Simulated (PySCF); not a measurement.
H₃NOZn, SMILES [NH2][Zn][OH]. Atoms are numbered in the order given.

```xyz
6

Zn     0.0171     0.0178     0.0000
O      1.7934    -0.1257     0.0000
H      2.2696     0.7094     0.0000
N     -1.7997    -0.1088     0.0000
H     -2.2665     0.2618    -0.8179
H     -2.2665     0.2618     0.8179
```
Charge 0, spin multiplicity 1.

Geometry: B3LYP-D3(BJ)/def2-TZVP. Other conformers were not sampled.

Computed with PBE/def2-TZVPD (PySCF).

The molecule is in vacuum.

| Quantity | Result |
|---|---|
| total energy | -1910.85308 hartree |
| point group | Cs |
| highest occupied level | -5.85 eV |
| lowest empty level | -1.71 eV |
| orbital gap | 4.14 eV |
| dipole moment | 2.31 D |
| quadrupole, principal values (traceless, Buckingham form, about the centre of nuclear charge) | -3.79, 0.75, 3.04 D·Å |
| mean static polarisability | 42.2 bohr³ (6.26 Å³) |
| polarisability, principal values | 34.1, 36.2, 56.3 bohr³ |
